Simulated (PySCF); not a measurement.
The geometry has D3h symmetry (within 0.05 Å) and had no frequency check at the DFT level, so a distortion to lower symmetry isn't ruled out.

Excitations are Tamm–Dancoff values on a coarser integration grid. The basis has no diffuse functions, so Rydberg states are missing or too high.

Cartesian coordinates (Å):
```xyz
36

B     -3.7548     0.7212     0.0019
N     -3.7236    -0.6973     0.0018
B     -2.4995    -1.4451     0.0010
N     -2.4622    -2.8790     0.0008
B     -1.2485    -3.6138    -0.0001
N      0.0017    -2.8974    -0.0008
B      1.2528    -3.6123    -0.0019
N      2.4657    -2.8760    -0.0024
B      2.5012    -1.4421    -0.0017
N      3.7244    -0.6928    -0.0019
B      3.7539     0.7257    -0.0013
N      2.5084     1.4502    -0.0006
B      2.5020     2.8911    -0.0001
N      1.2579     3.5733     0.0004
B     -0.0017     2.8872     0.0007
N     -1.2622     3.5718     0.0012
B     -2.5054     2.8881     0.0015
N     -2.5101     1.4472     0.0014
B     -1.2521     0.7219     0.0007
N     -1.2485    -0.7218     0.0004
B      0.0009    -1.4453    -0.0004
N      1.2494    -0.7203    -0.0008
B      1.2513     0.7234    -0.0004
N     -0.0009     1.4422     0.0003
H     -4.8111     1.3089     0.0025
H     -4.6073    -1.1895     0.0022
H     -3.3297    -3.3993     0.0013
H     -1.2662    -4.8225    -0.0004
H      1.2720    -4.8210    -0.0025
H      3.3338    -3.3953    -0.0031
H      4.6087    -1.1840    -0.0024
H      4.8095     1.3147    -0.0014
H      3.5391     3.5121    -0.0002
H      1.2735     4.5848     0.0007
H     -1.2790     4.5833     0.0013
H     -3.5433     3.5078     0.0020
```
Charge 0, multiplicity 1.

Question: Give the brightest of the four lowest singlets (TDA), HOMO–LUMO gap and total energy at the level CAM-B3LYP-D3(BJ)/def2-SVP // PBE0-D3(BJ)/def2-SVP run with PySCF.

Answer: 
```json
{
  "brightest of the four lowest singlets (TDA)": "6.98 eV",
  "HOMO–LUMO gap": "9.76 eV",
  "total_energy": "-962.6189 Ha"
}
```
